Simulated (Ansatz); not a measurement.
`CB(N)O[SiH3]` at its PBE0-D4/def2-TZVP geometry, where that method's forces vanish. Total charge 0; spin multiplicity 1.

```xyz
13

C    -1.2487   -0.6678    0.5048
B    -0.3600   -0.0854   -0.6598
N    -0.7762   -0.1090   -1.9976
O     0.8767    0.4761   -0.4046
Si    1.7335    0.7057    0.9723
H    -1.4693    0.1047    1.2493
H    -2.2011   -1.0779    0.1630
H    -0.7179   -1.4642    1.0375
H    -0.2094    0.2613   -2.7409
H    -1.6548   -0.4926   -2.2922
H     2.0317   -0.5901    1.6403
H     3.0058    1.3694    0.5993
H     0.9898    1.5697    1.9287
```

Question: What forces (eV/Å) does PBE-D4/def2-TZVPP give on these atoms in Ansatz 0.2.0? (An estimate is asked.)

Answer: Ansatz gave: 
```
C1   0.037  0.031 -0.086
B2  -0.209 -0.126  0.173
N3   0.004  0.000  0.013
O4   0.165  0.128 -0.363
Si5  0.162  0.040  0.291
H6  -0.047  0.136  0.151
H7  -0.193 -0.086 -0.053
H8   0.091 -0.151  0.112
H9   0.189  0.128 -0.280
H10 -0.307 -0.133 -0.116
H11  0.043 -0.137  0.083
H12  0.138  0.071 -0.039
H13 -0.071  0.098  0.114
```
